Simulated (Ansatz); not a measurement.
Ansatz (a first-principles code) input (PBE/def2-TZVPD):

Ansatz 0.2 input:
```yaml
crystal:
  periodic: [false, false, false]
  atoms:
    - {symbol: Re, position_ang: [0.00000000, 0.00000000, 0.00000000]}
    - {symbol: F, position_ang: [-0.00000000, -0.00000000, -1.85693172]}
    - {symbol: F, position_ang: [0.00000000, 0.00000000, 1.85693172]}
basis:
  gaussian:
    orbitals: def2-TZVPD
hamiltonian:
  xc: {name: PBE}
total_charge: 1
magnetization: {spin_polarized: true, initial_magnetization: 4}
```

End of the output:

```
integrals: 0.04 GiB planned
761 factors; their error is unknown
mean field: 0.39 GiB planned
mean field evaluation 1: about -7535.5776 eV, gradient 7.7e1 eV
mean field evaluation 2: about -7194.7544 eV, gradient 2.6e2 eV
mean field evaluation 4: about -7552.2279 eV, gradient 1.8e1 eV
mean field evaluation 8: about -7553.5862 eV, gradient 3.1e0 eV
mean field evaluation 16: about -7553.6137 eV, gradient 5.3e-2 eV
mean field evaluation 32: about -7553.6162 eV, gradient 7.3e-2 eV
mean field -7553.61375325 eV, -277.5901854086 hartree, gradient 1.5e-5 eV, S^2 6.027369; 4 other end points of the search recorded, 0 dependent functions left out
reference -7553.61380867 eV, -277.5901874454 hartree; 18, 14 occupied and 105, 109 virtual orbitals, 761 factors
Total energy: -7553.61380867 eV, -277.5901874454 hartree
```

This state (charge 1, quintet) is run at the relaxed geometry of the species with charge 0 and multiplicity 4.
